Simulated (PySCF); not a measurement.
## Scandium: a sound run and one with changed settings

Sound run: Sc [Ar] 3d1 4s2, Sc+ [Ar] 3d1 4s1. Computed with PySCF 2.14 in def2-TZVP (6s4p4d1f, 45 functions), with the non-relativistic Hamiltonian (point nucleus). The sound run starts from symmetry-adapted Hartree-Fock orbitals and uses a fine grid where one is needed.

A second run was set up differently.

| species | method | sound run (hartree) | changed run (hartree) | converged |
| --- | --- | --- | --- | --- |
| Sc | UHF | -759.72444 | -759.71365 | no |
| Sc | r2SCAN | -760.56525 | -759.32319 | no |
| Sc | LDA | -758.65772 | -757.19547 | no |
| Sc+ | UHF | -759.52720 | -759.51972 | no |
| Sc+ | r2SCAN | -760.33172 | -760.09111 | no |
| Sc+ | LDA | -758.41271 | -758.09791 | no |

Task: What was changed?
A. basis contracted for another Hamiltonian
B. minimal basis
C. too few SCF iterations
D. angular grid far too coarse

Result: C. It used initial guess atom, at most 2 SCF cycles. The SCF was stopped early; the energies are upper bounds that still move, and correlated levels were skipped or rest on poor orbitals.
